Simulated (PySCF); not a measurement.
# Se²⁰⁺: ionisation energy

Se²⁰⁺ [Ne] 3s2 3p2 [3p1/2^2, M_J = 0] → Se²¹⁺ [Ne] 3s2 3p1 [3p1/2^1, M_J = 1/2], as a difference of total energies. All numbers are calculated (PySCF 2.14, the two-component X2C-1e Hamiltonian, in an even-tempered Gaussian basis (19 s from 2.3 bohr⁻², ratio 2.4; 13 p from 2.9 bohr⁻², ratio 2.4; 5 d from 12 bohr⁻², ratio 2.6; 4 f from 17 bohr⁻², ratio 2.6)). Correlated levels: 1s2 frozen; the 50 highest virtual spinors dropped. "Screened" scales the spin-orbit matrix elements by Boettger's factors to mimic the two-electron term; Breit and QED terms are absent.

```
                    method  ionisation energy (eV)
           GHF (spin-free)                  840.56
          GMP2 (spin-free)                  841.22
 GHF (screened spin-orbit)                  841.50
GMP2 (screened spin-orbit)                  842.85
```

**Question.** How much does correlation contribute at GMP2 (screened spin-orbit)?

**Answer.** 842.85 − (841.50) = 1.35 eV, measured against GHF (screened spin-orbit).

Breit and QED terms and the two-electron picture change are absent.

The spin-free rows relax to the high-spin LS determinant and lack the spin-orbit shift.

The labels give the starting determinants; with spin-orbit coupling the two ends relaxed to ⟨J²⟩ = 0.24, ⟨L²⟩ = 1.49, ⟨S²⟩ = 1.49 and ⟨J²⟩ = 0.75, ⟨L²⟩ = 2.01, ⟨S²⟩ = 0.75.

For comparison: 845.8 ± 2 eV (semi-empirical (NIST evaluation); NIST Atomic Spectra Database, ionization energies).
